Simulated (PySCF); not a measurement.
# One molecule, many inputs

Molecule: `[NH3+]Cc1ccncc1`, [C6H9N2]+; geometry GFN2-xTB.

Geometry:
```csv
atom,x (Å),y (Å),z (Å)
N1,-2.200,-0.078,-0.683
C2,-1.375,-0.626,0.451
C3,0.055,-0.180,0.291
C4,0.470,1.054,0.781
C5,1.795,1.426,0.589
N6,2.670,0.666,-0.039
C7,2.282,-0.505,-0.503
C8,0.981,-0.979,-0.370
H9,-1.832,-0.424,-1.579
H10,-3.187,-0.353,-0.598
H11,-2.138,0.950,-0.688
H12,-1.446,-1.715,0.433
H13,-1.793,-0.254,1.388
H14,-0.208,1.702,1.316
H15,2.168,2.371,0.957
H16,3.040,-1.092,-1.001
H17,0.711,-1.950,-0.754
```

Total charge +1.

All runs: PySCF, non-relativistic, gas phase unless a solvent (IEF-PCM) is named; grid level 2, GIAOs and SCF threshold 1e-9 unless changed. The yardstick, PBE0/pcSseg-1, gives these isotropic shieldings σ (ppm, equivalent atoms averaged): N6 -121.8, N1 198.3, C5/C7 25.3, C3 48.9, C4/C8 60.7, C2 133.5, H9/H10/H11 26.69.

Question: What do these inputs give? (1) PBE0/pcSseg-1; aux def2-qzvpp-jkfit; guess vsap; (2) solvent cyclohexane; PBE0/3-21G; (3) X3LYP/6-31++G**; grid level 3

Answer: 
```
run    outcome  functions  wall time      N6     N1  C5/C7    C3  C4/C8     C2  H9/H10/H11
  1  converged        181       23 s  -121.8  198.3   25.3  48.9   60.7  133.5       26.69
  2  converged         90      8.9 s   -47.9  233.9   72.8  89.4   97.8  161.9       28.35
  3  converged        198       41 s   -79.9  213.5   44.4  64.1   78.4  143.0       26.98
```

Times are on shared hosts with different chips, so compare them loosely.

Question: Comment on the technical settings and failures.

Answer: 
- Run 1: The starting guess changes the path of the SCF (12 cycles), not the solution, provided the same state is reached. The other auxiliary basis adds little: it changes only the density-fitting error.
- Run 2: The orbital basis and medium differ from the yardstick's, which in itself moves the values. With 90 functions the basis is far too small for magnetic properties.

Run 2 was set up unsoundly or failed; its numbers aren't to be quoted as properties of the molecule.
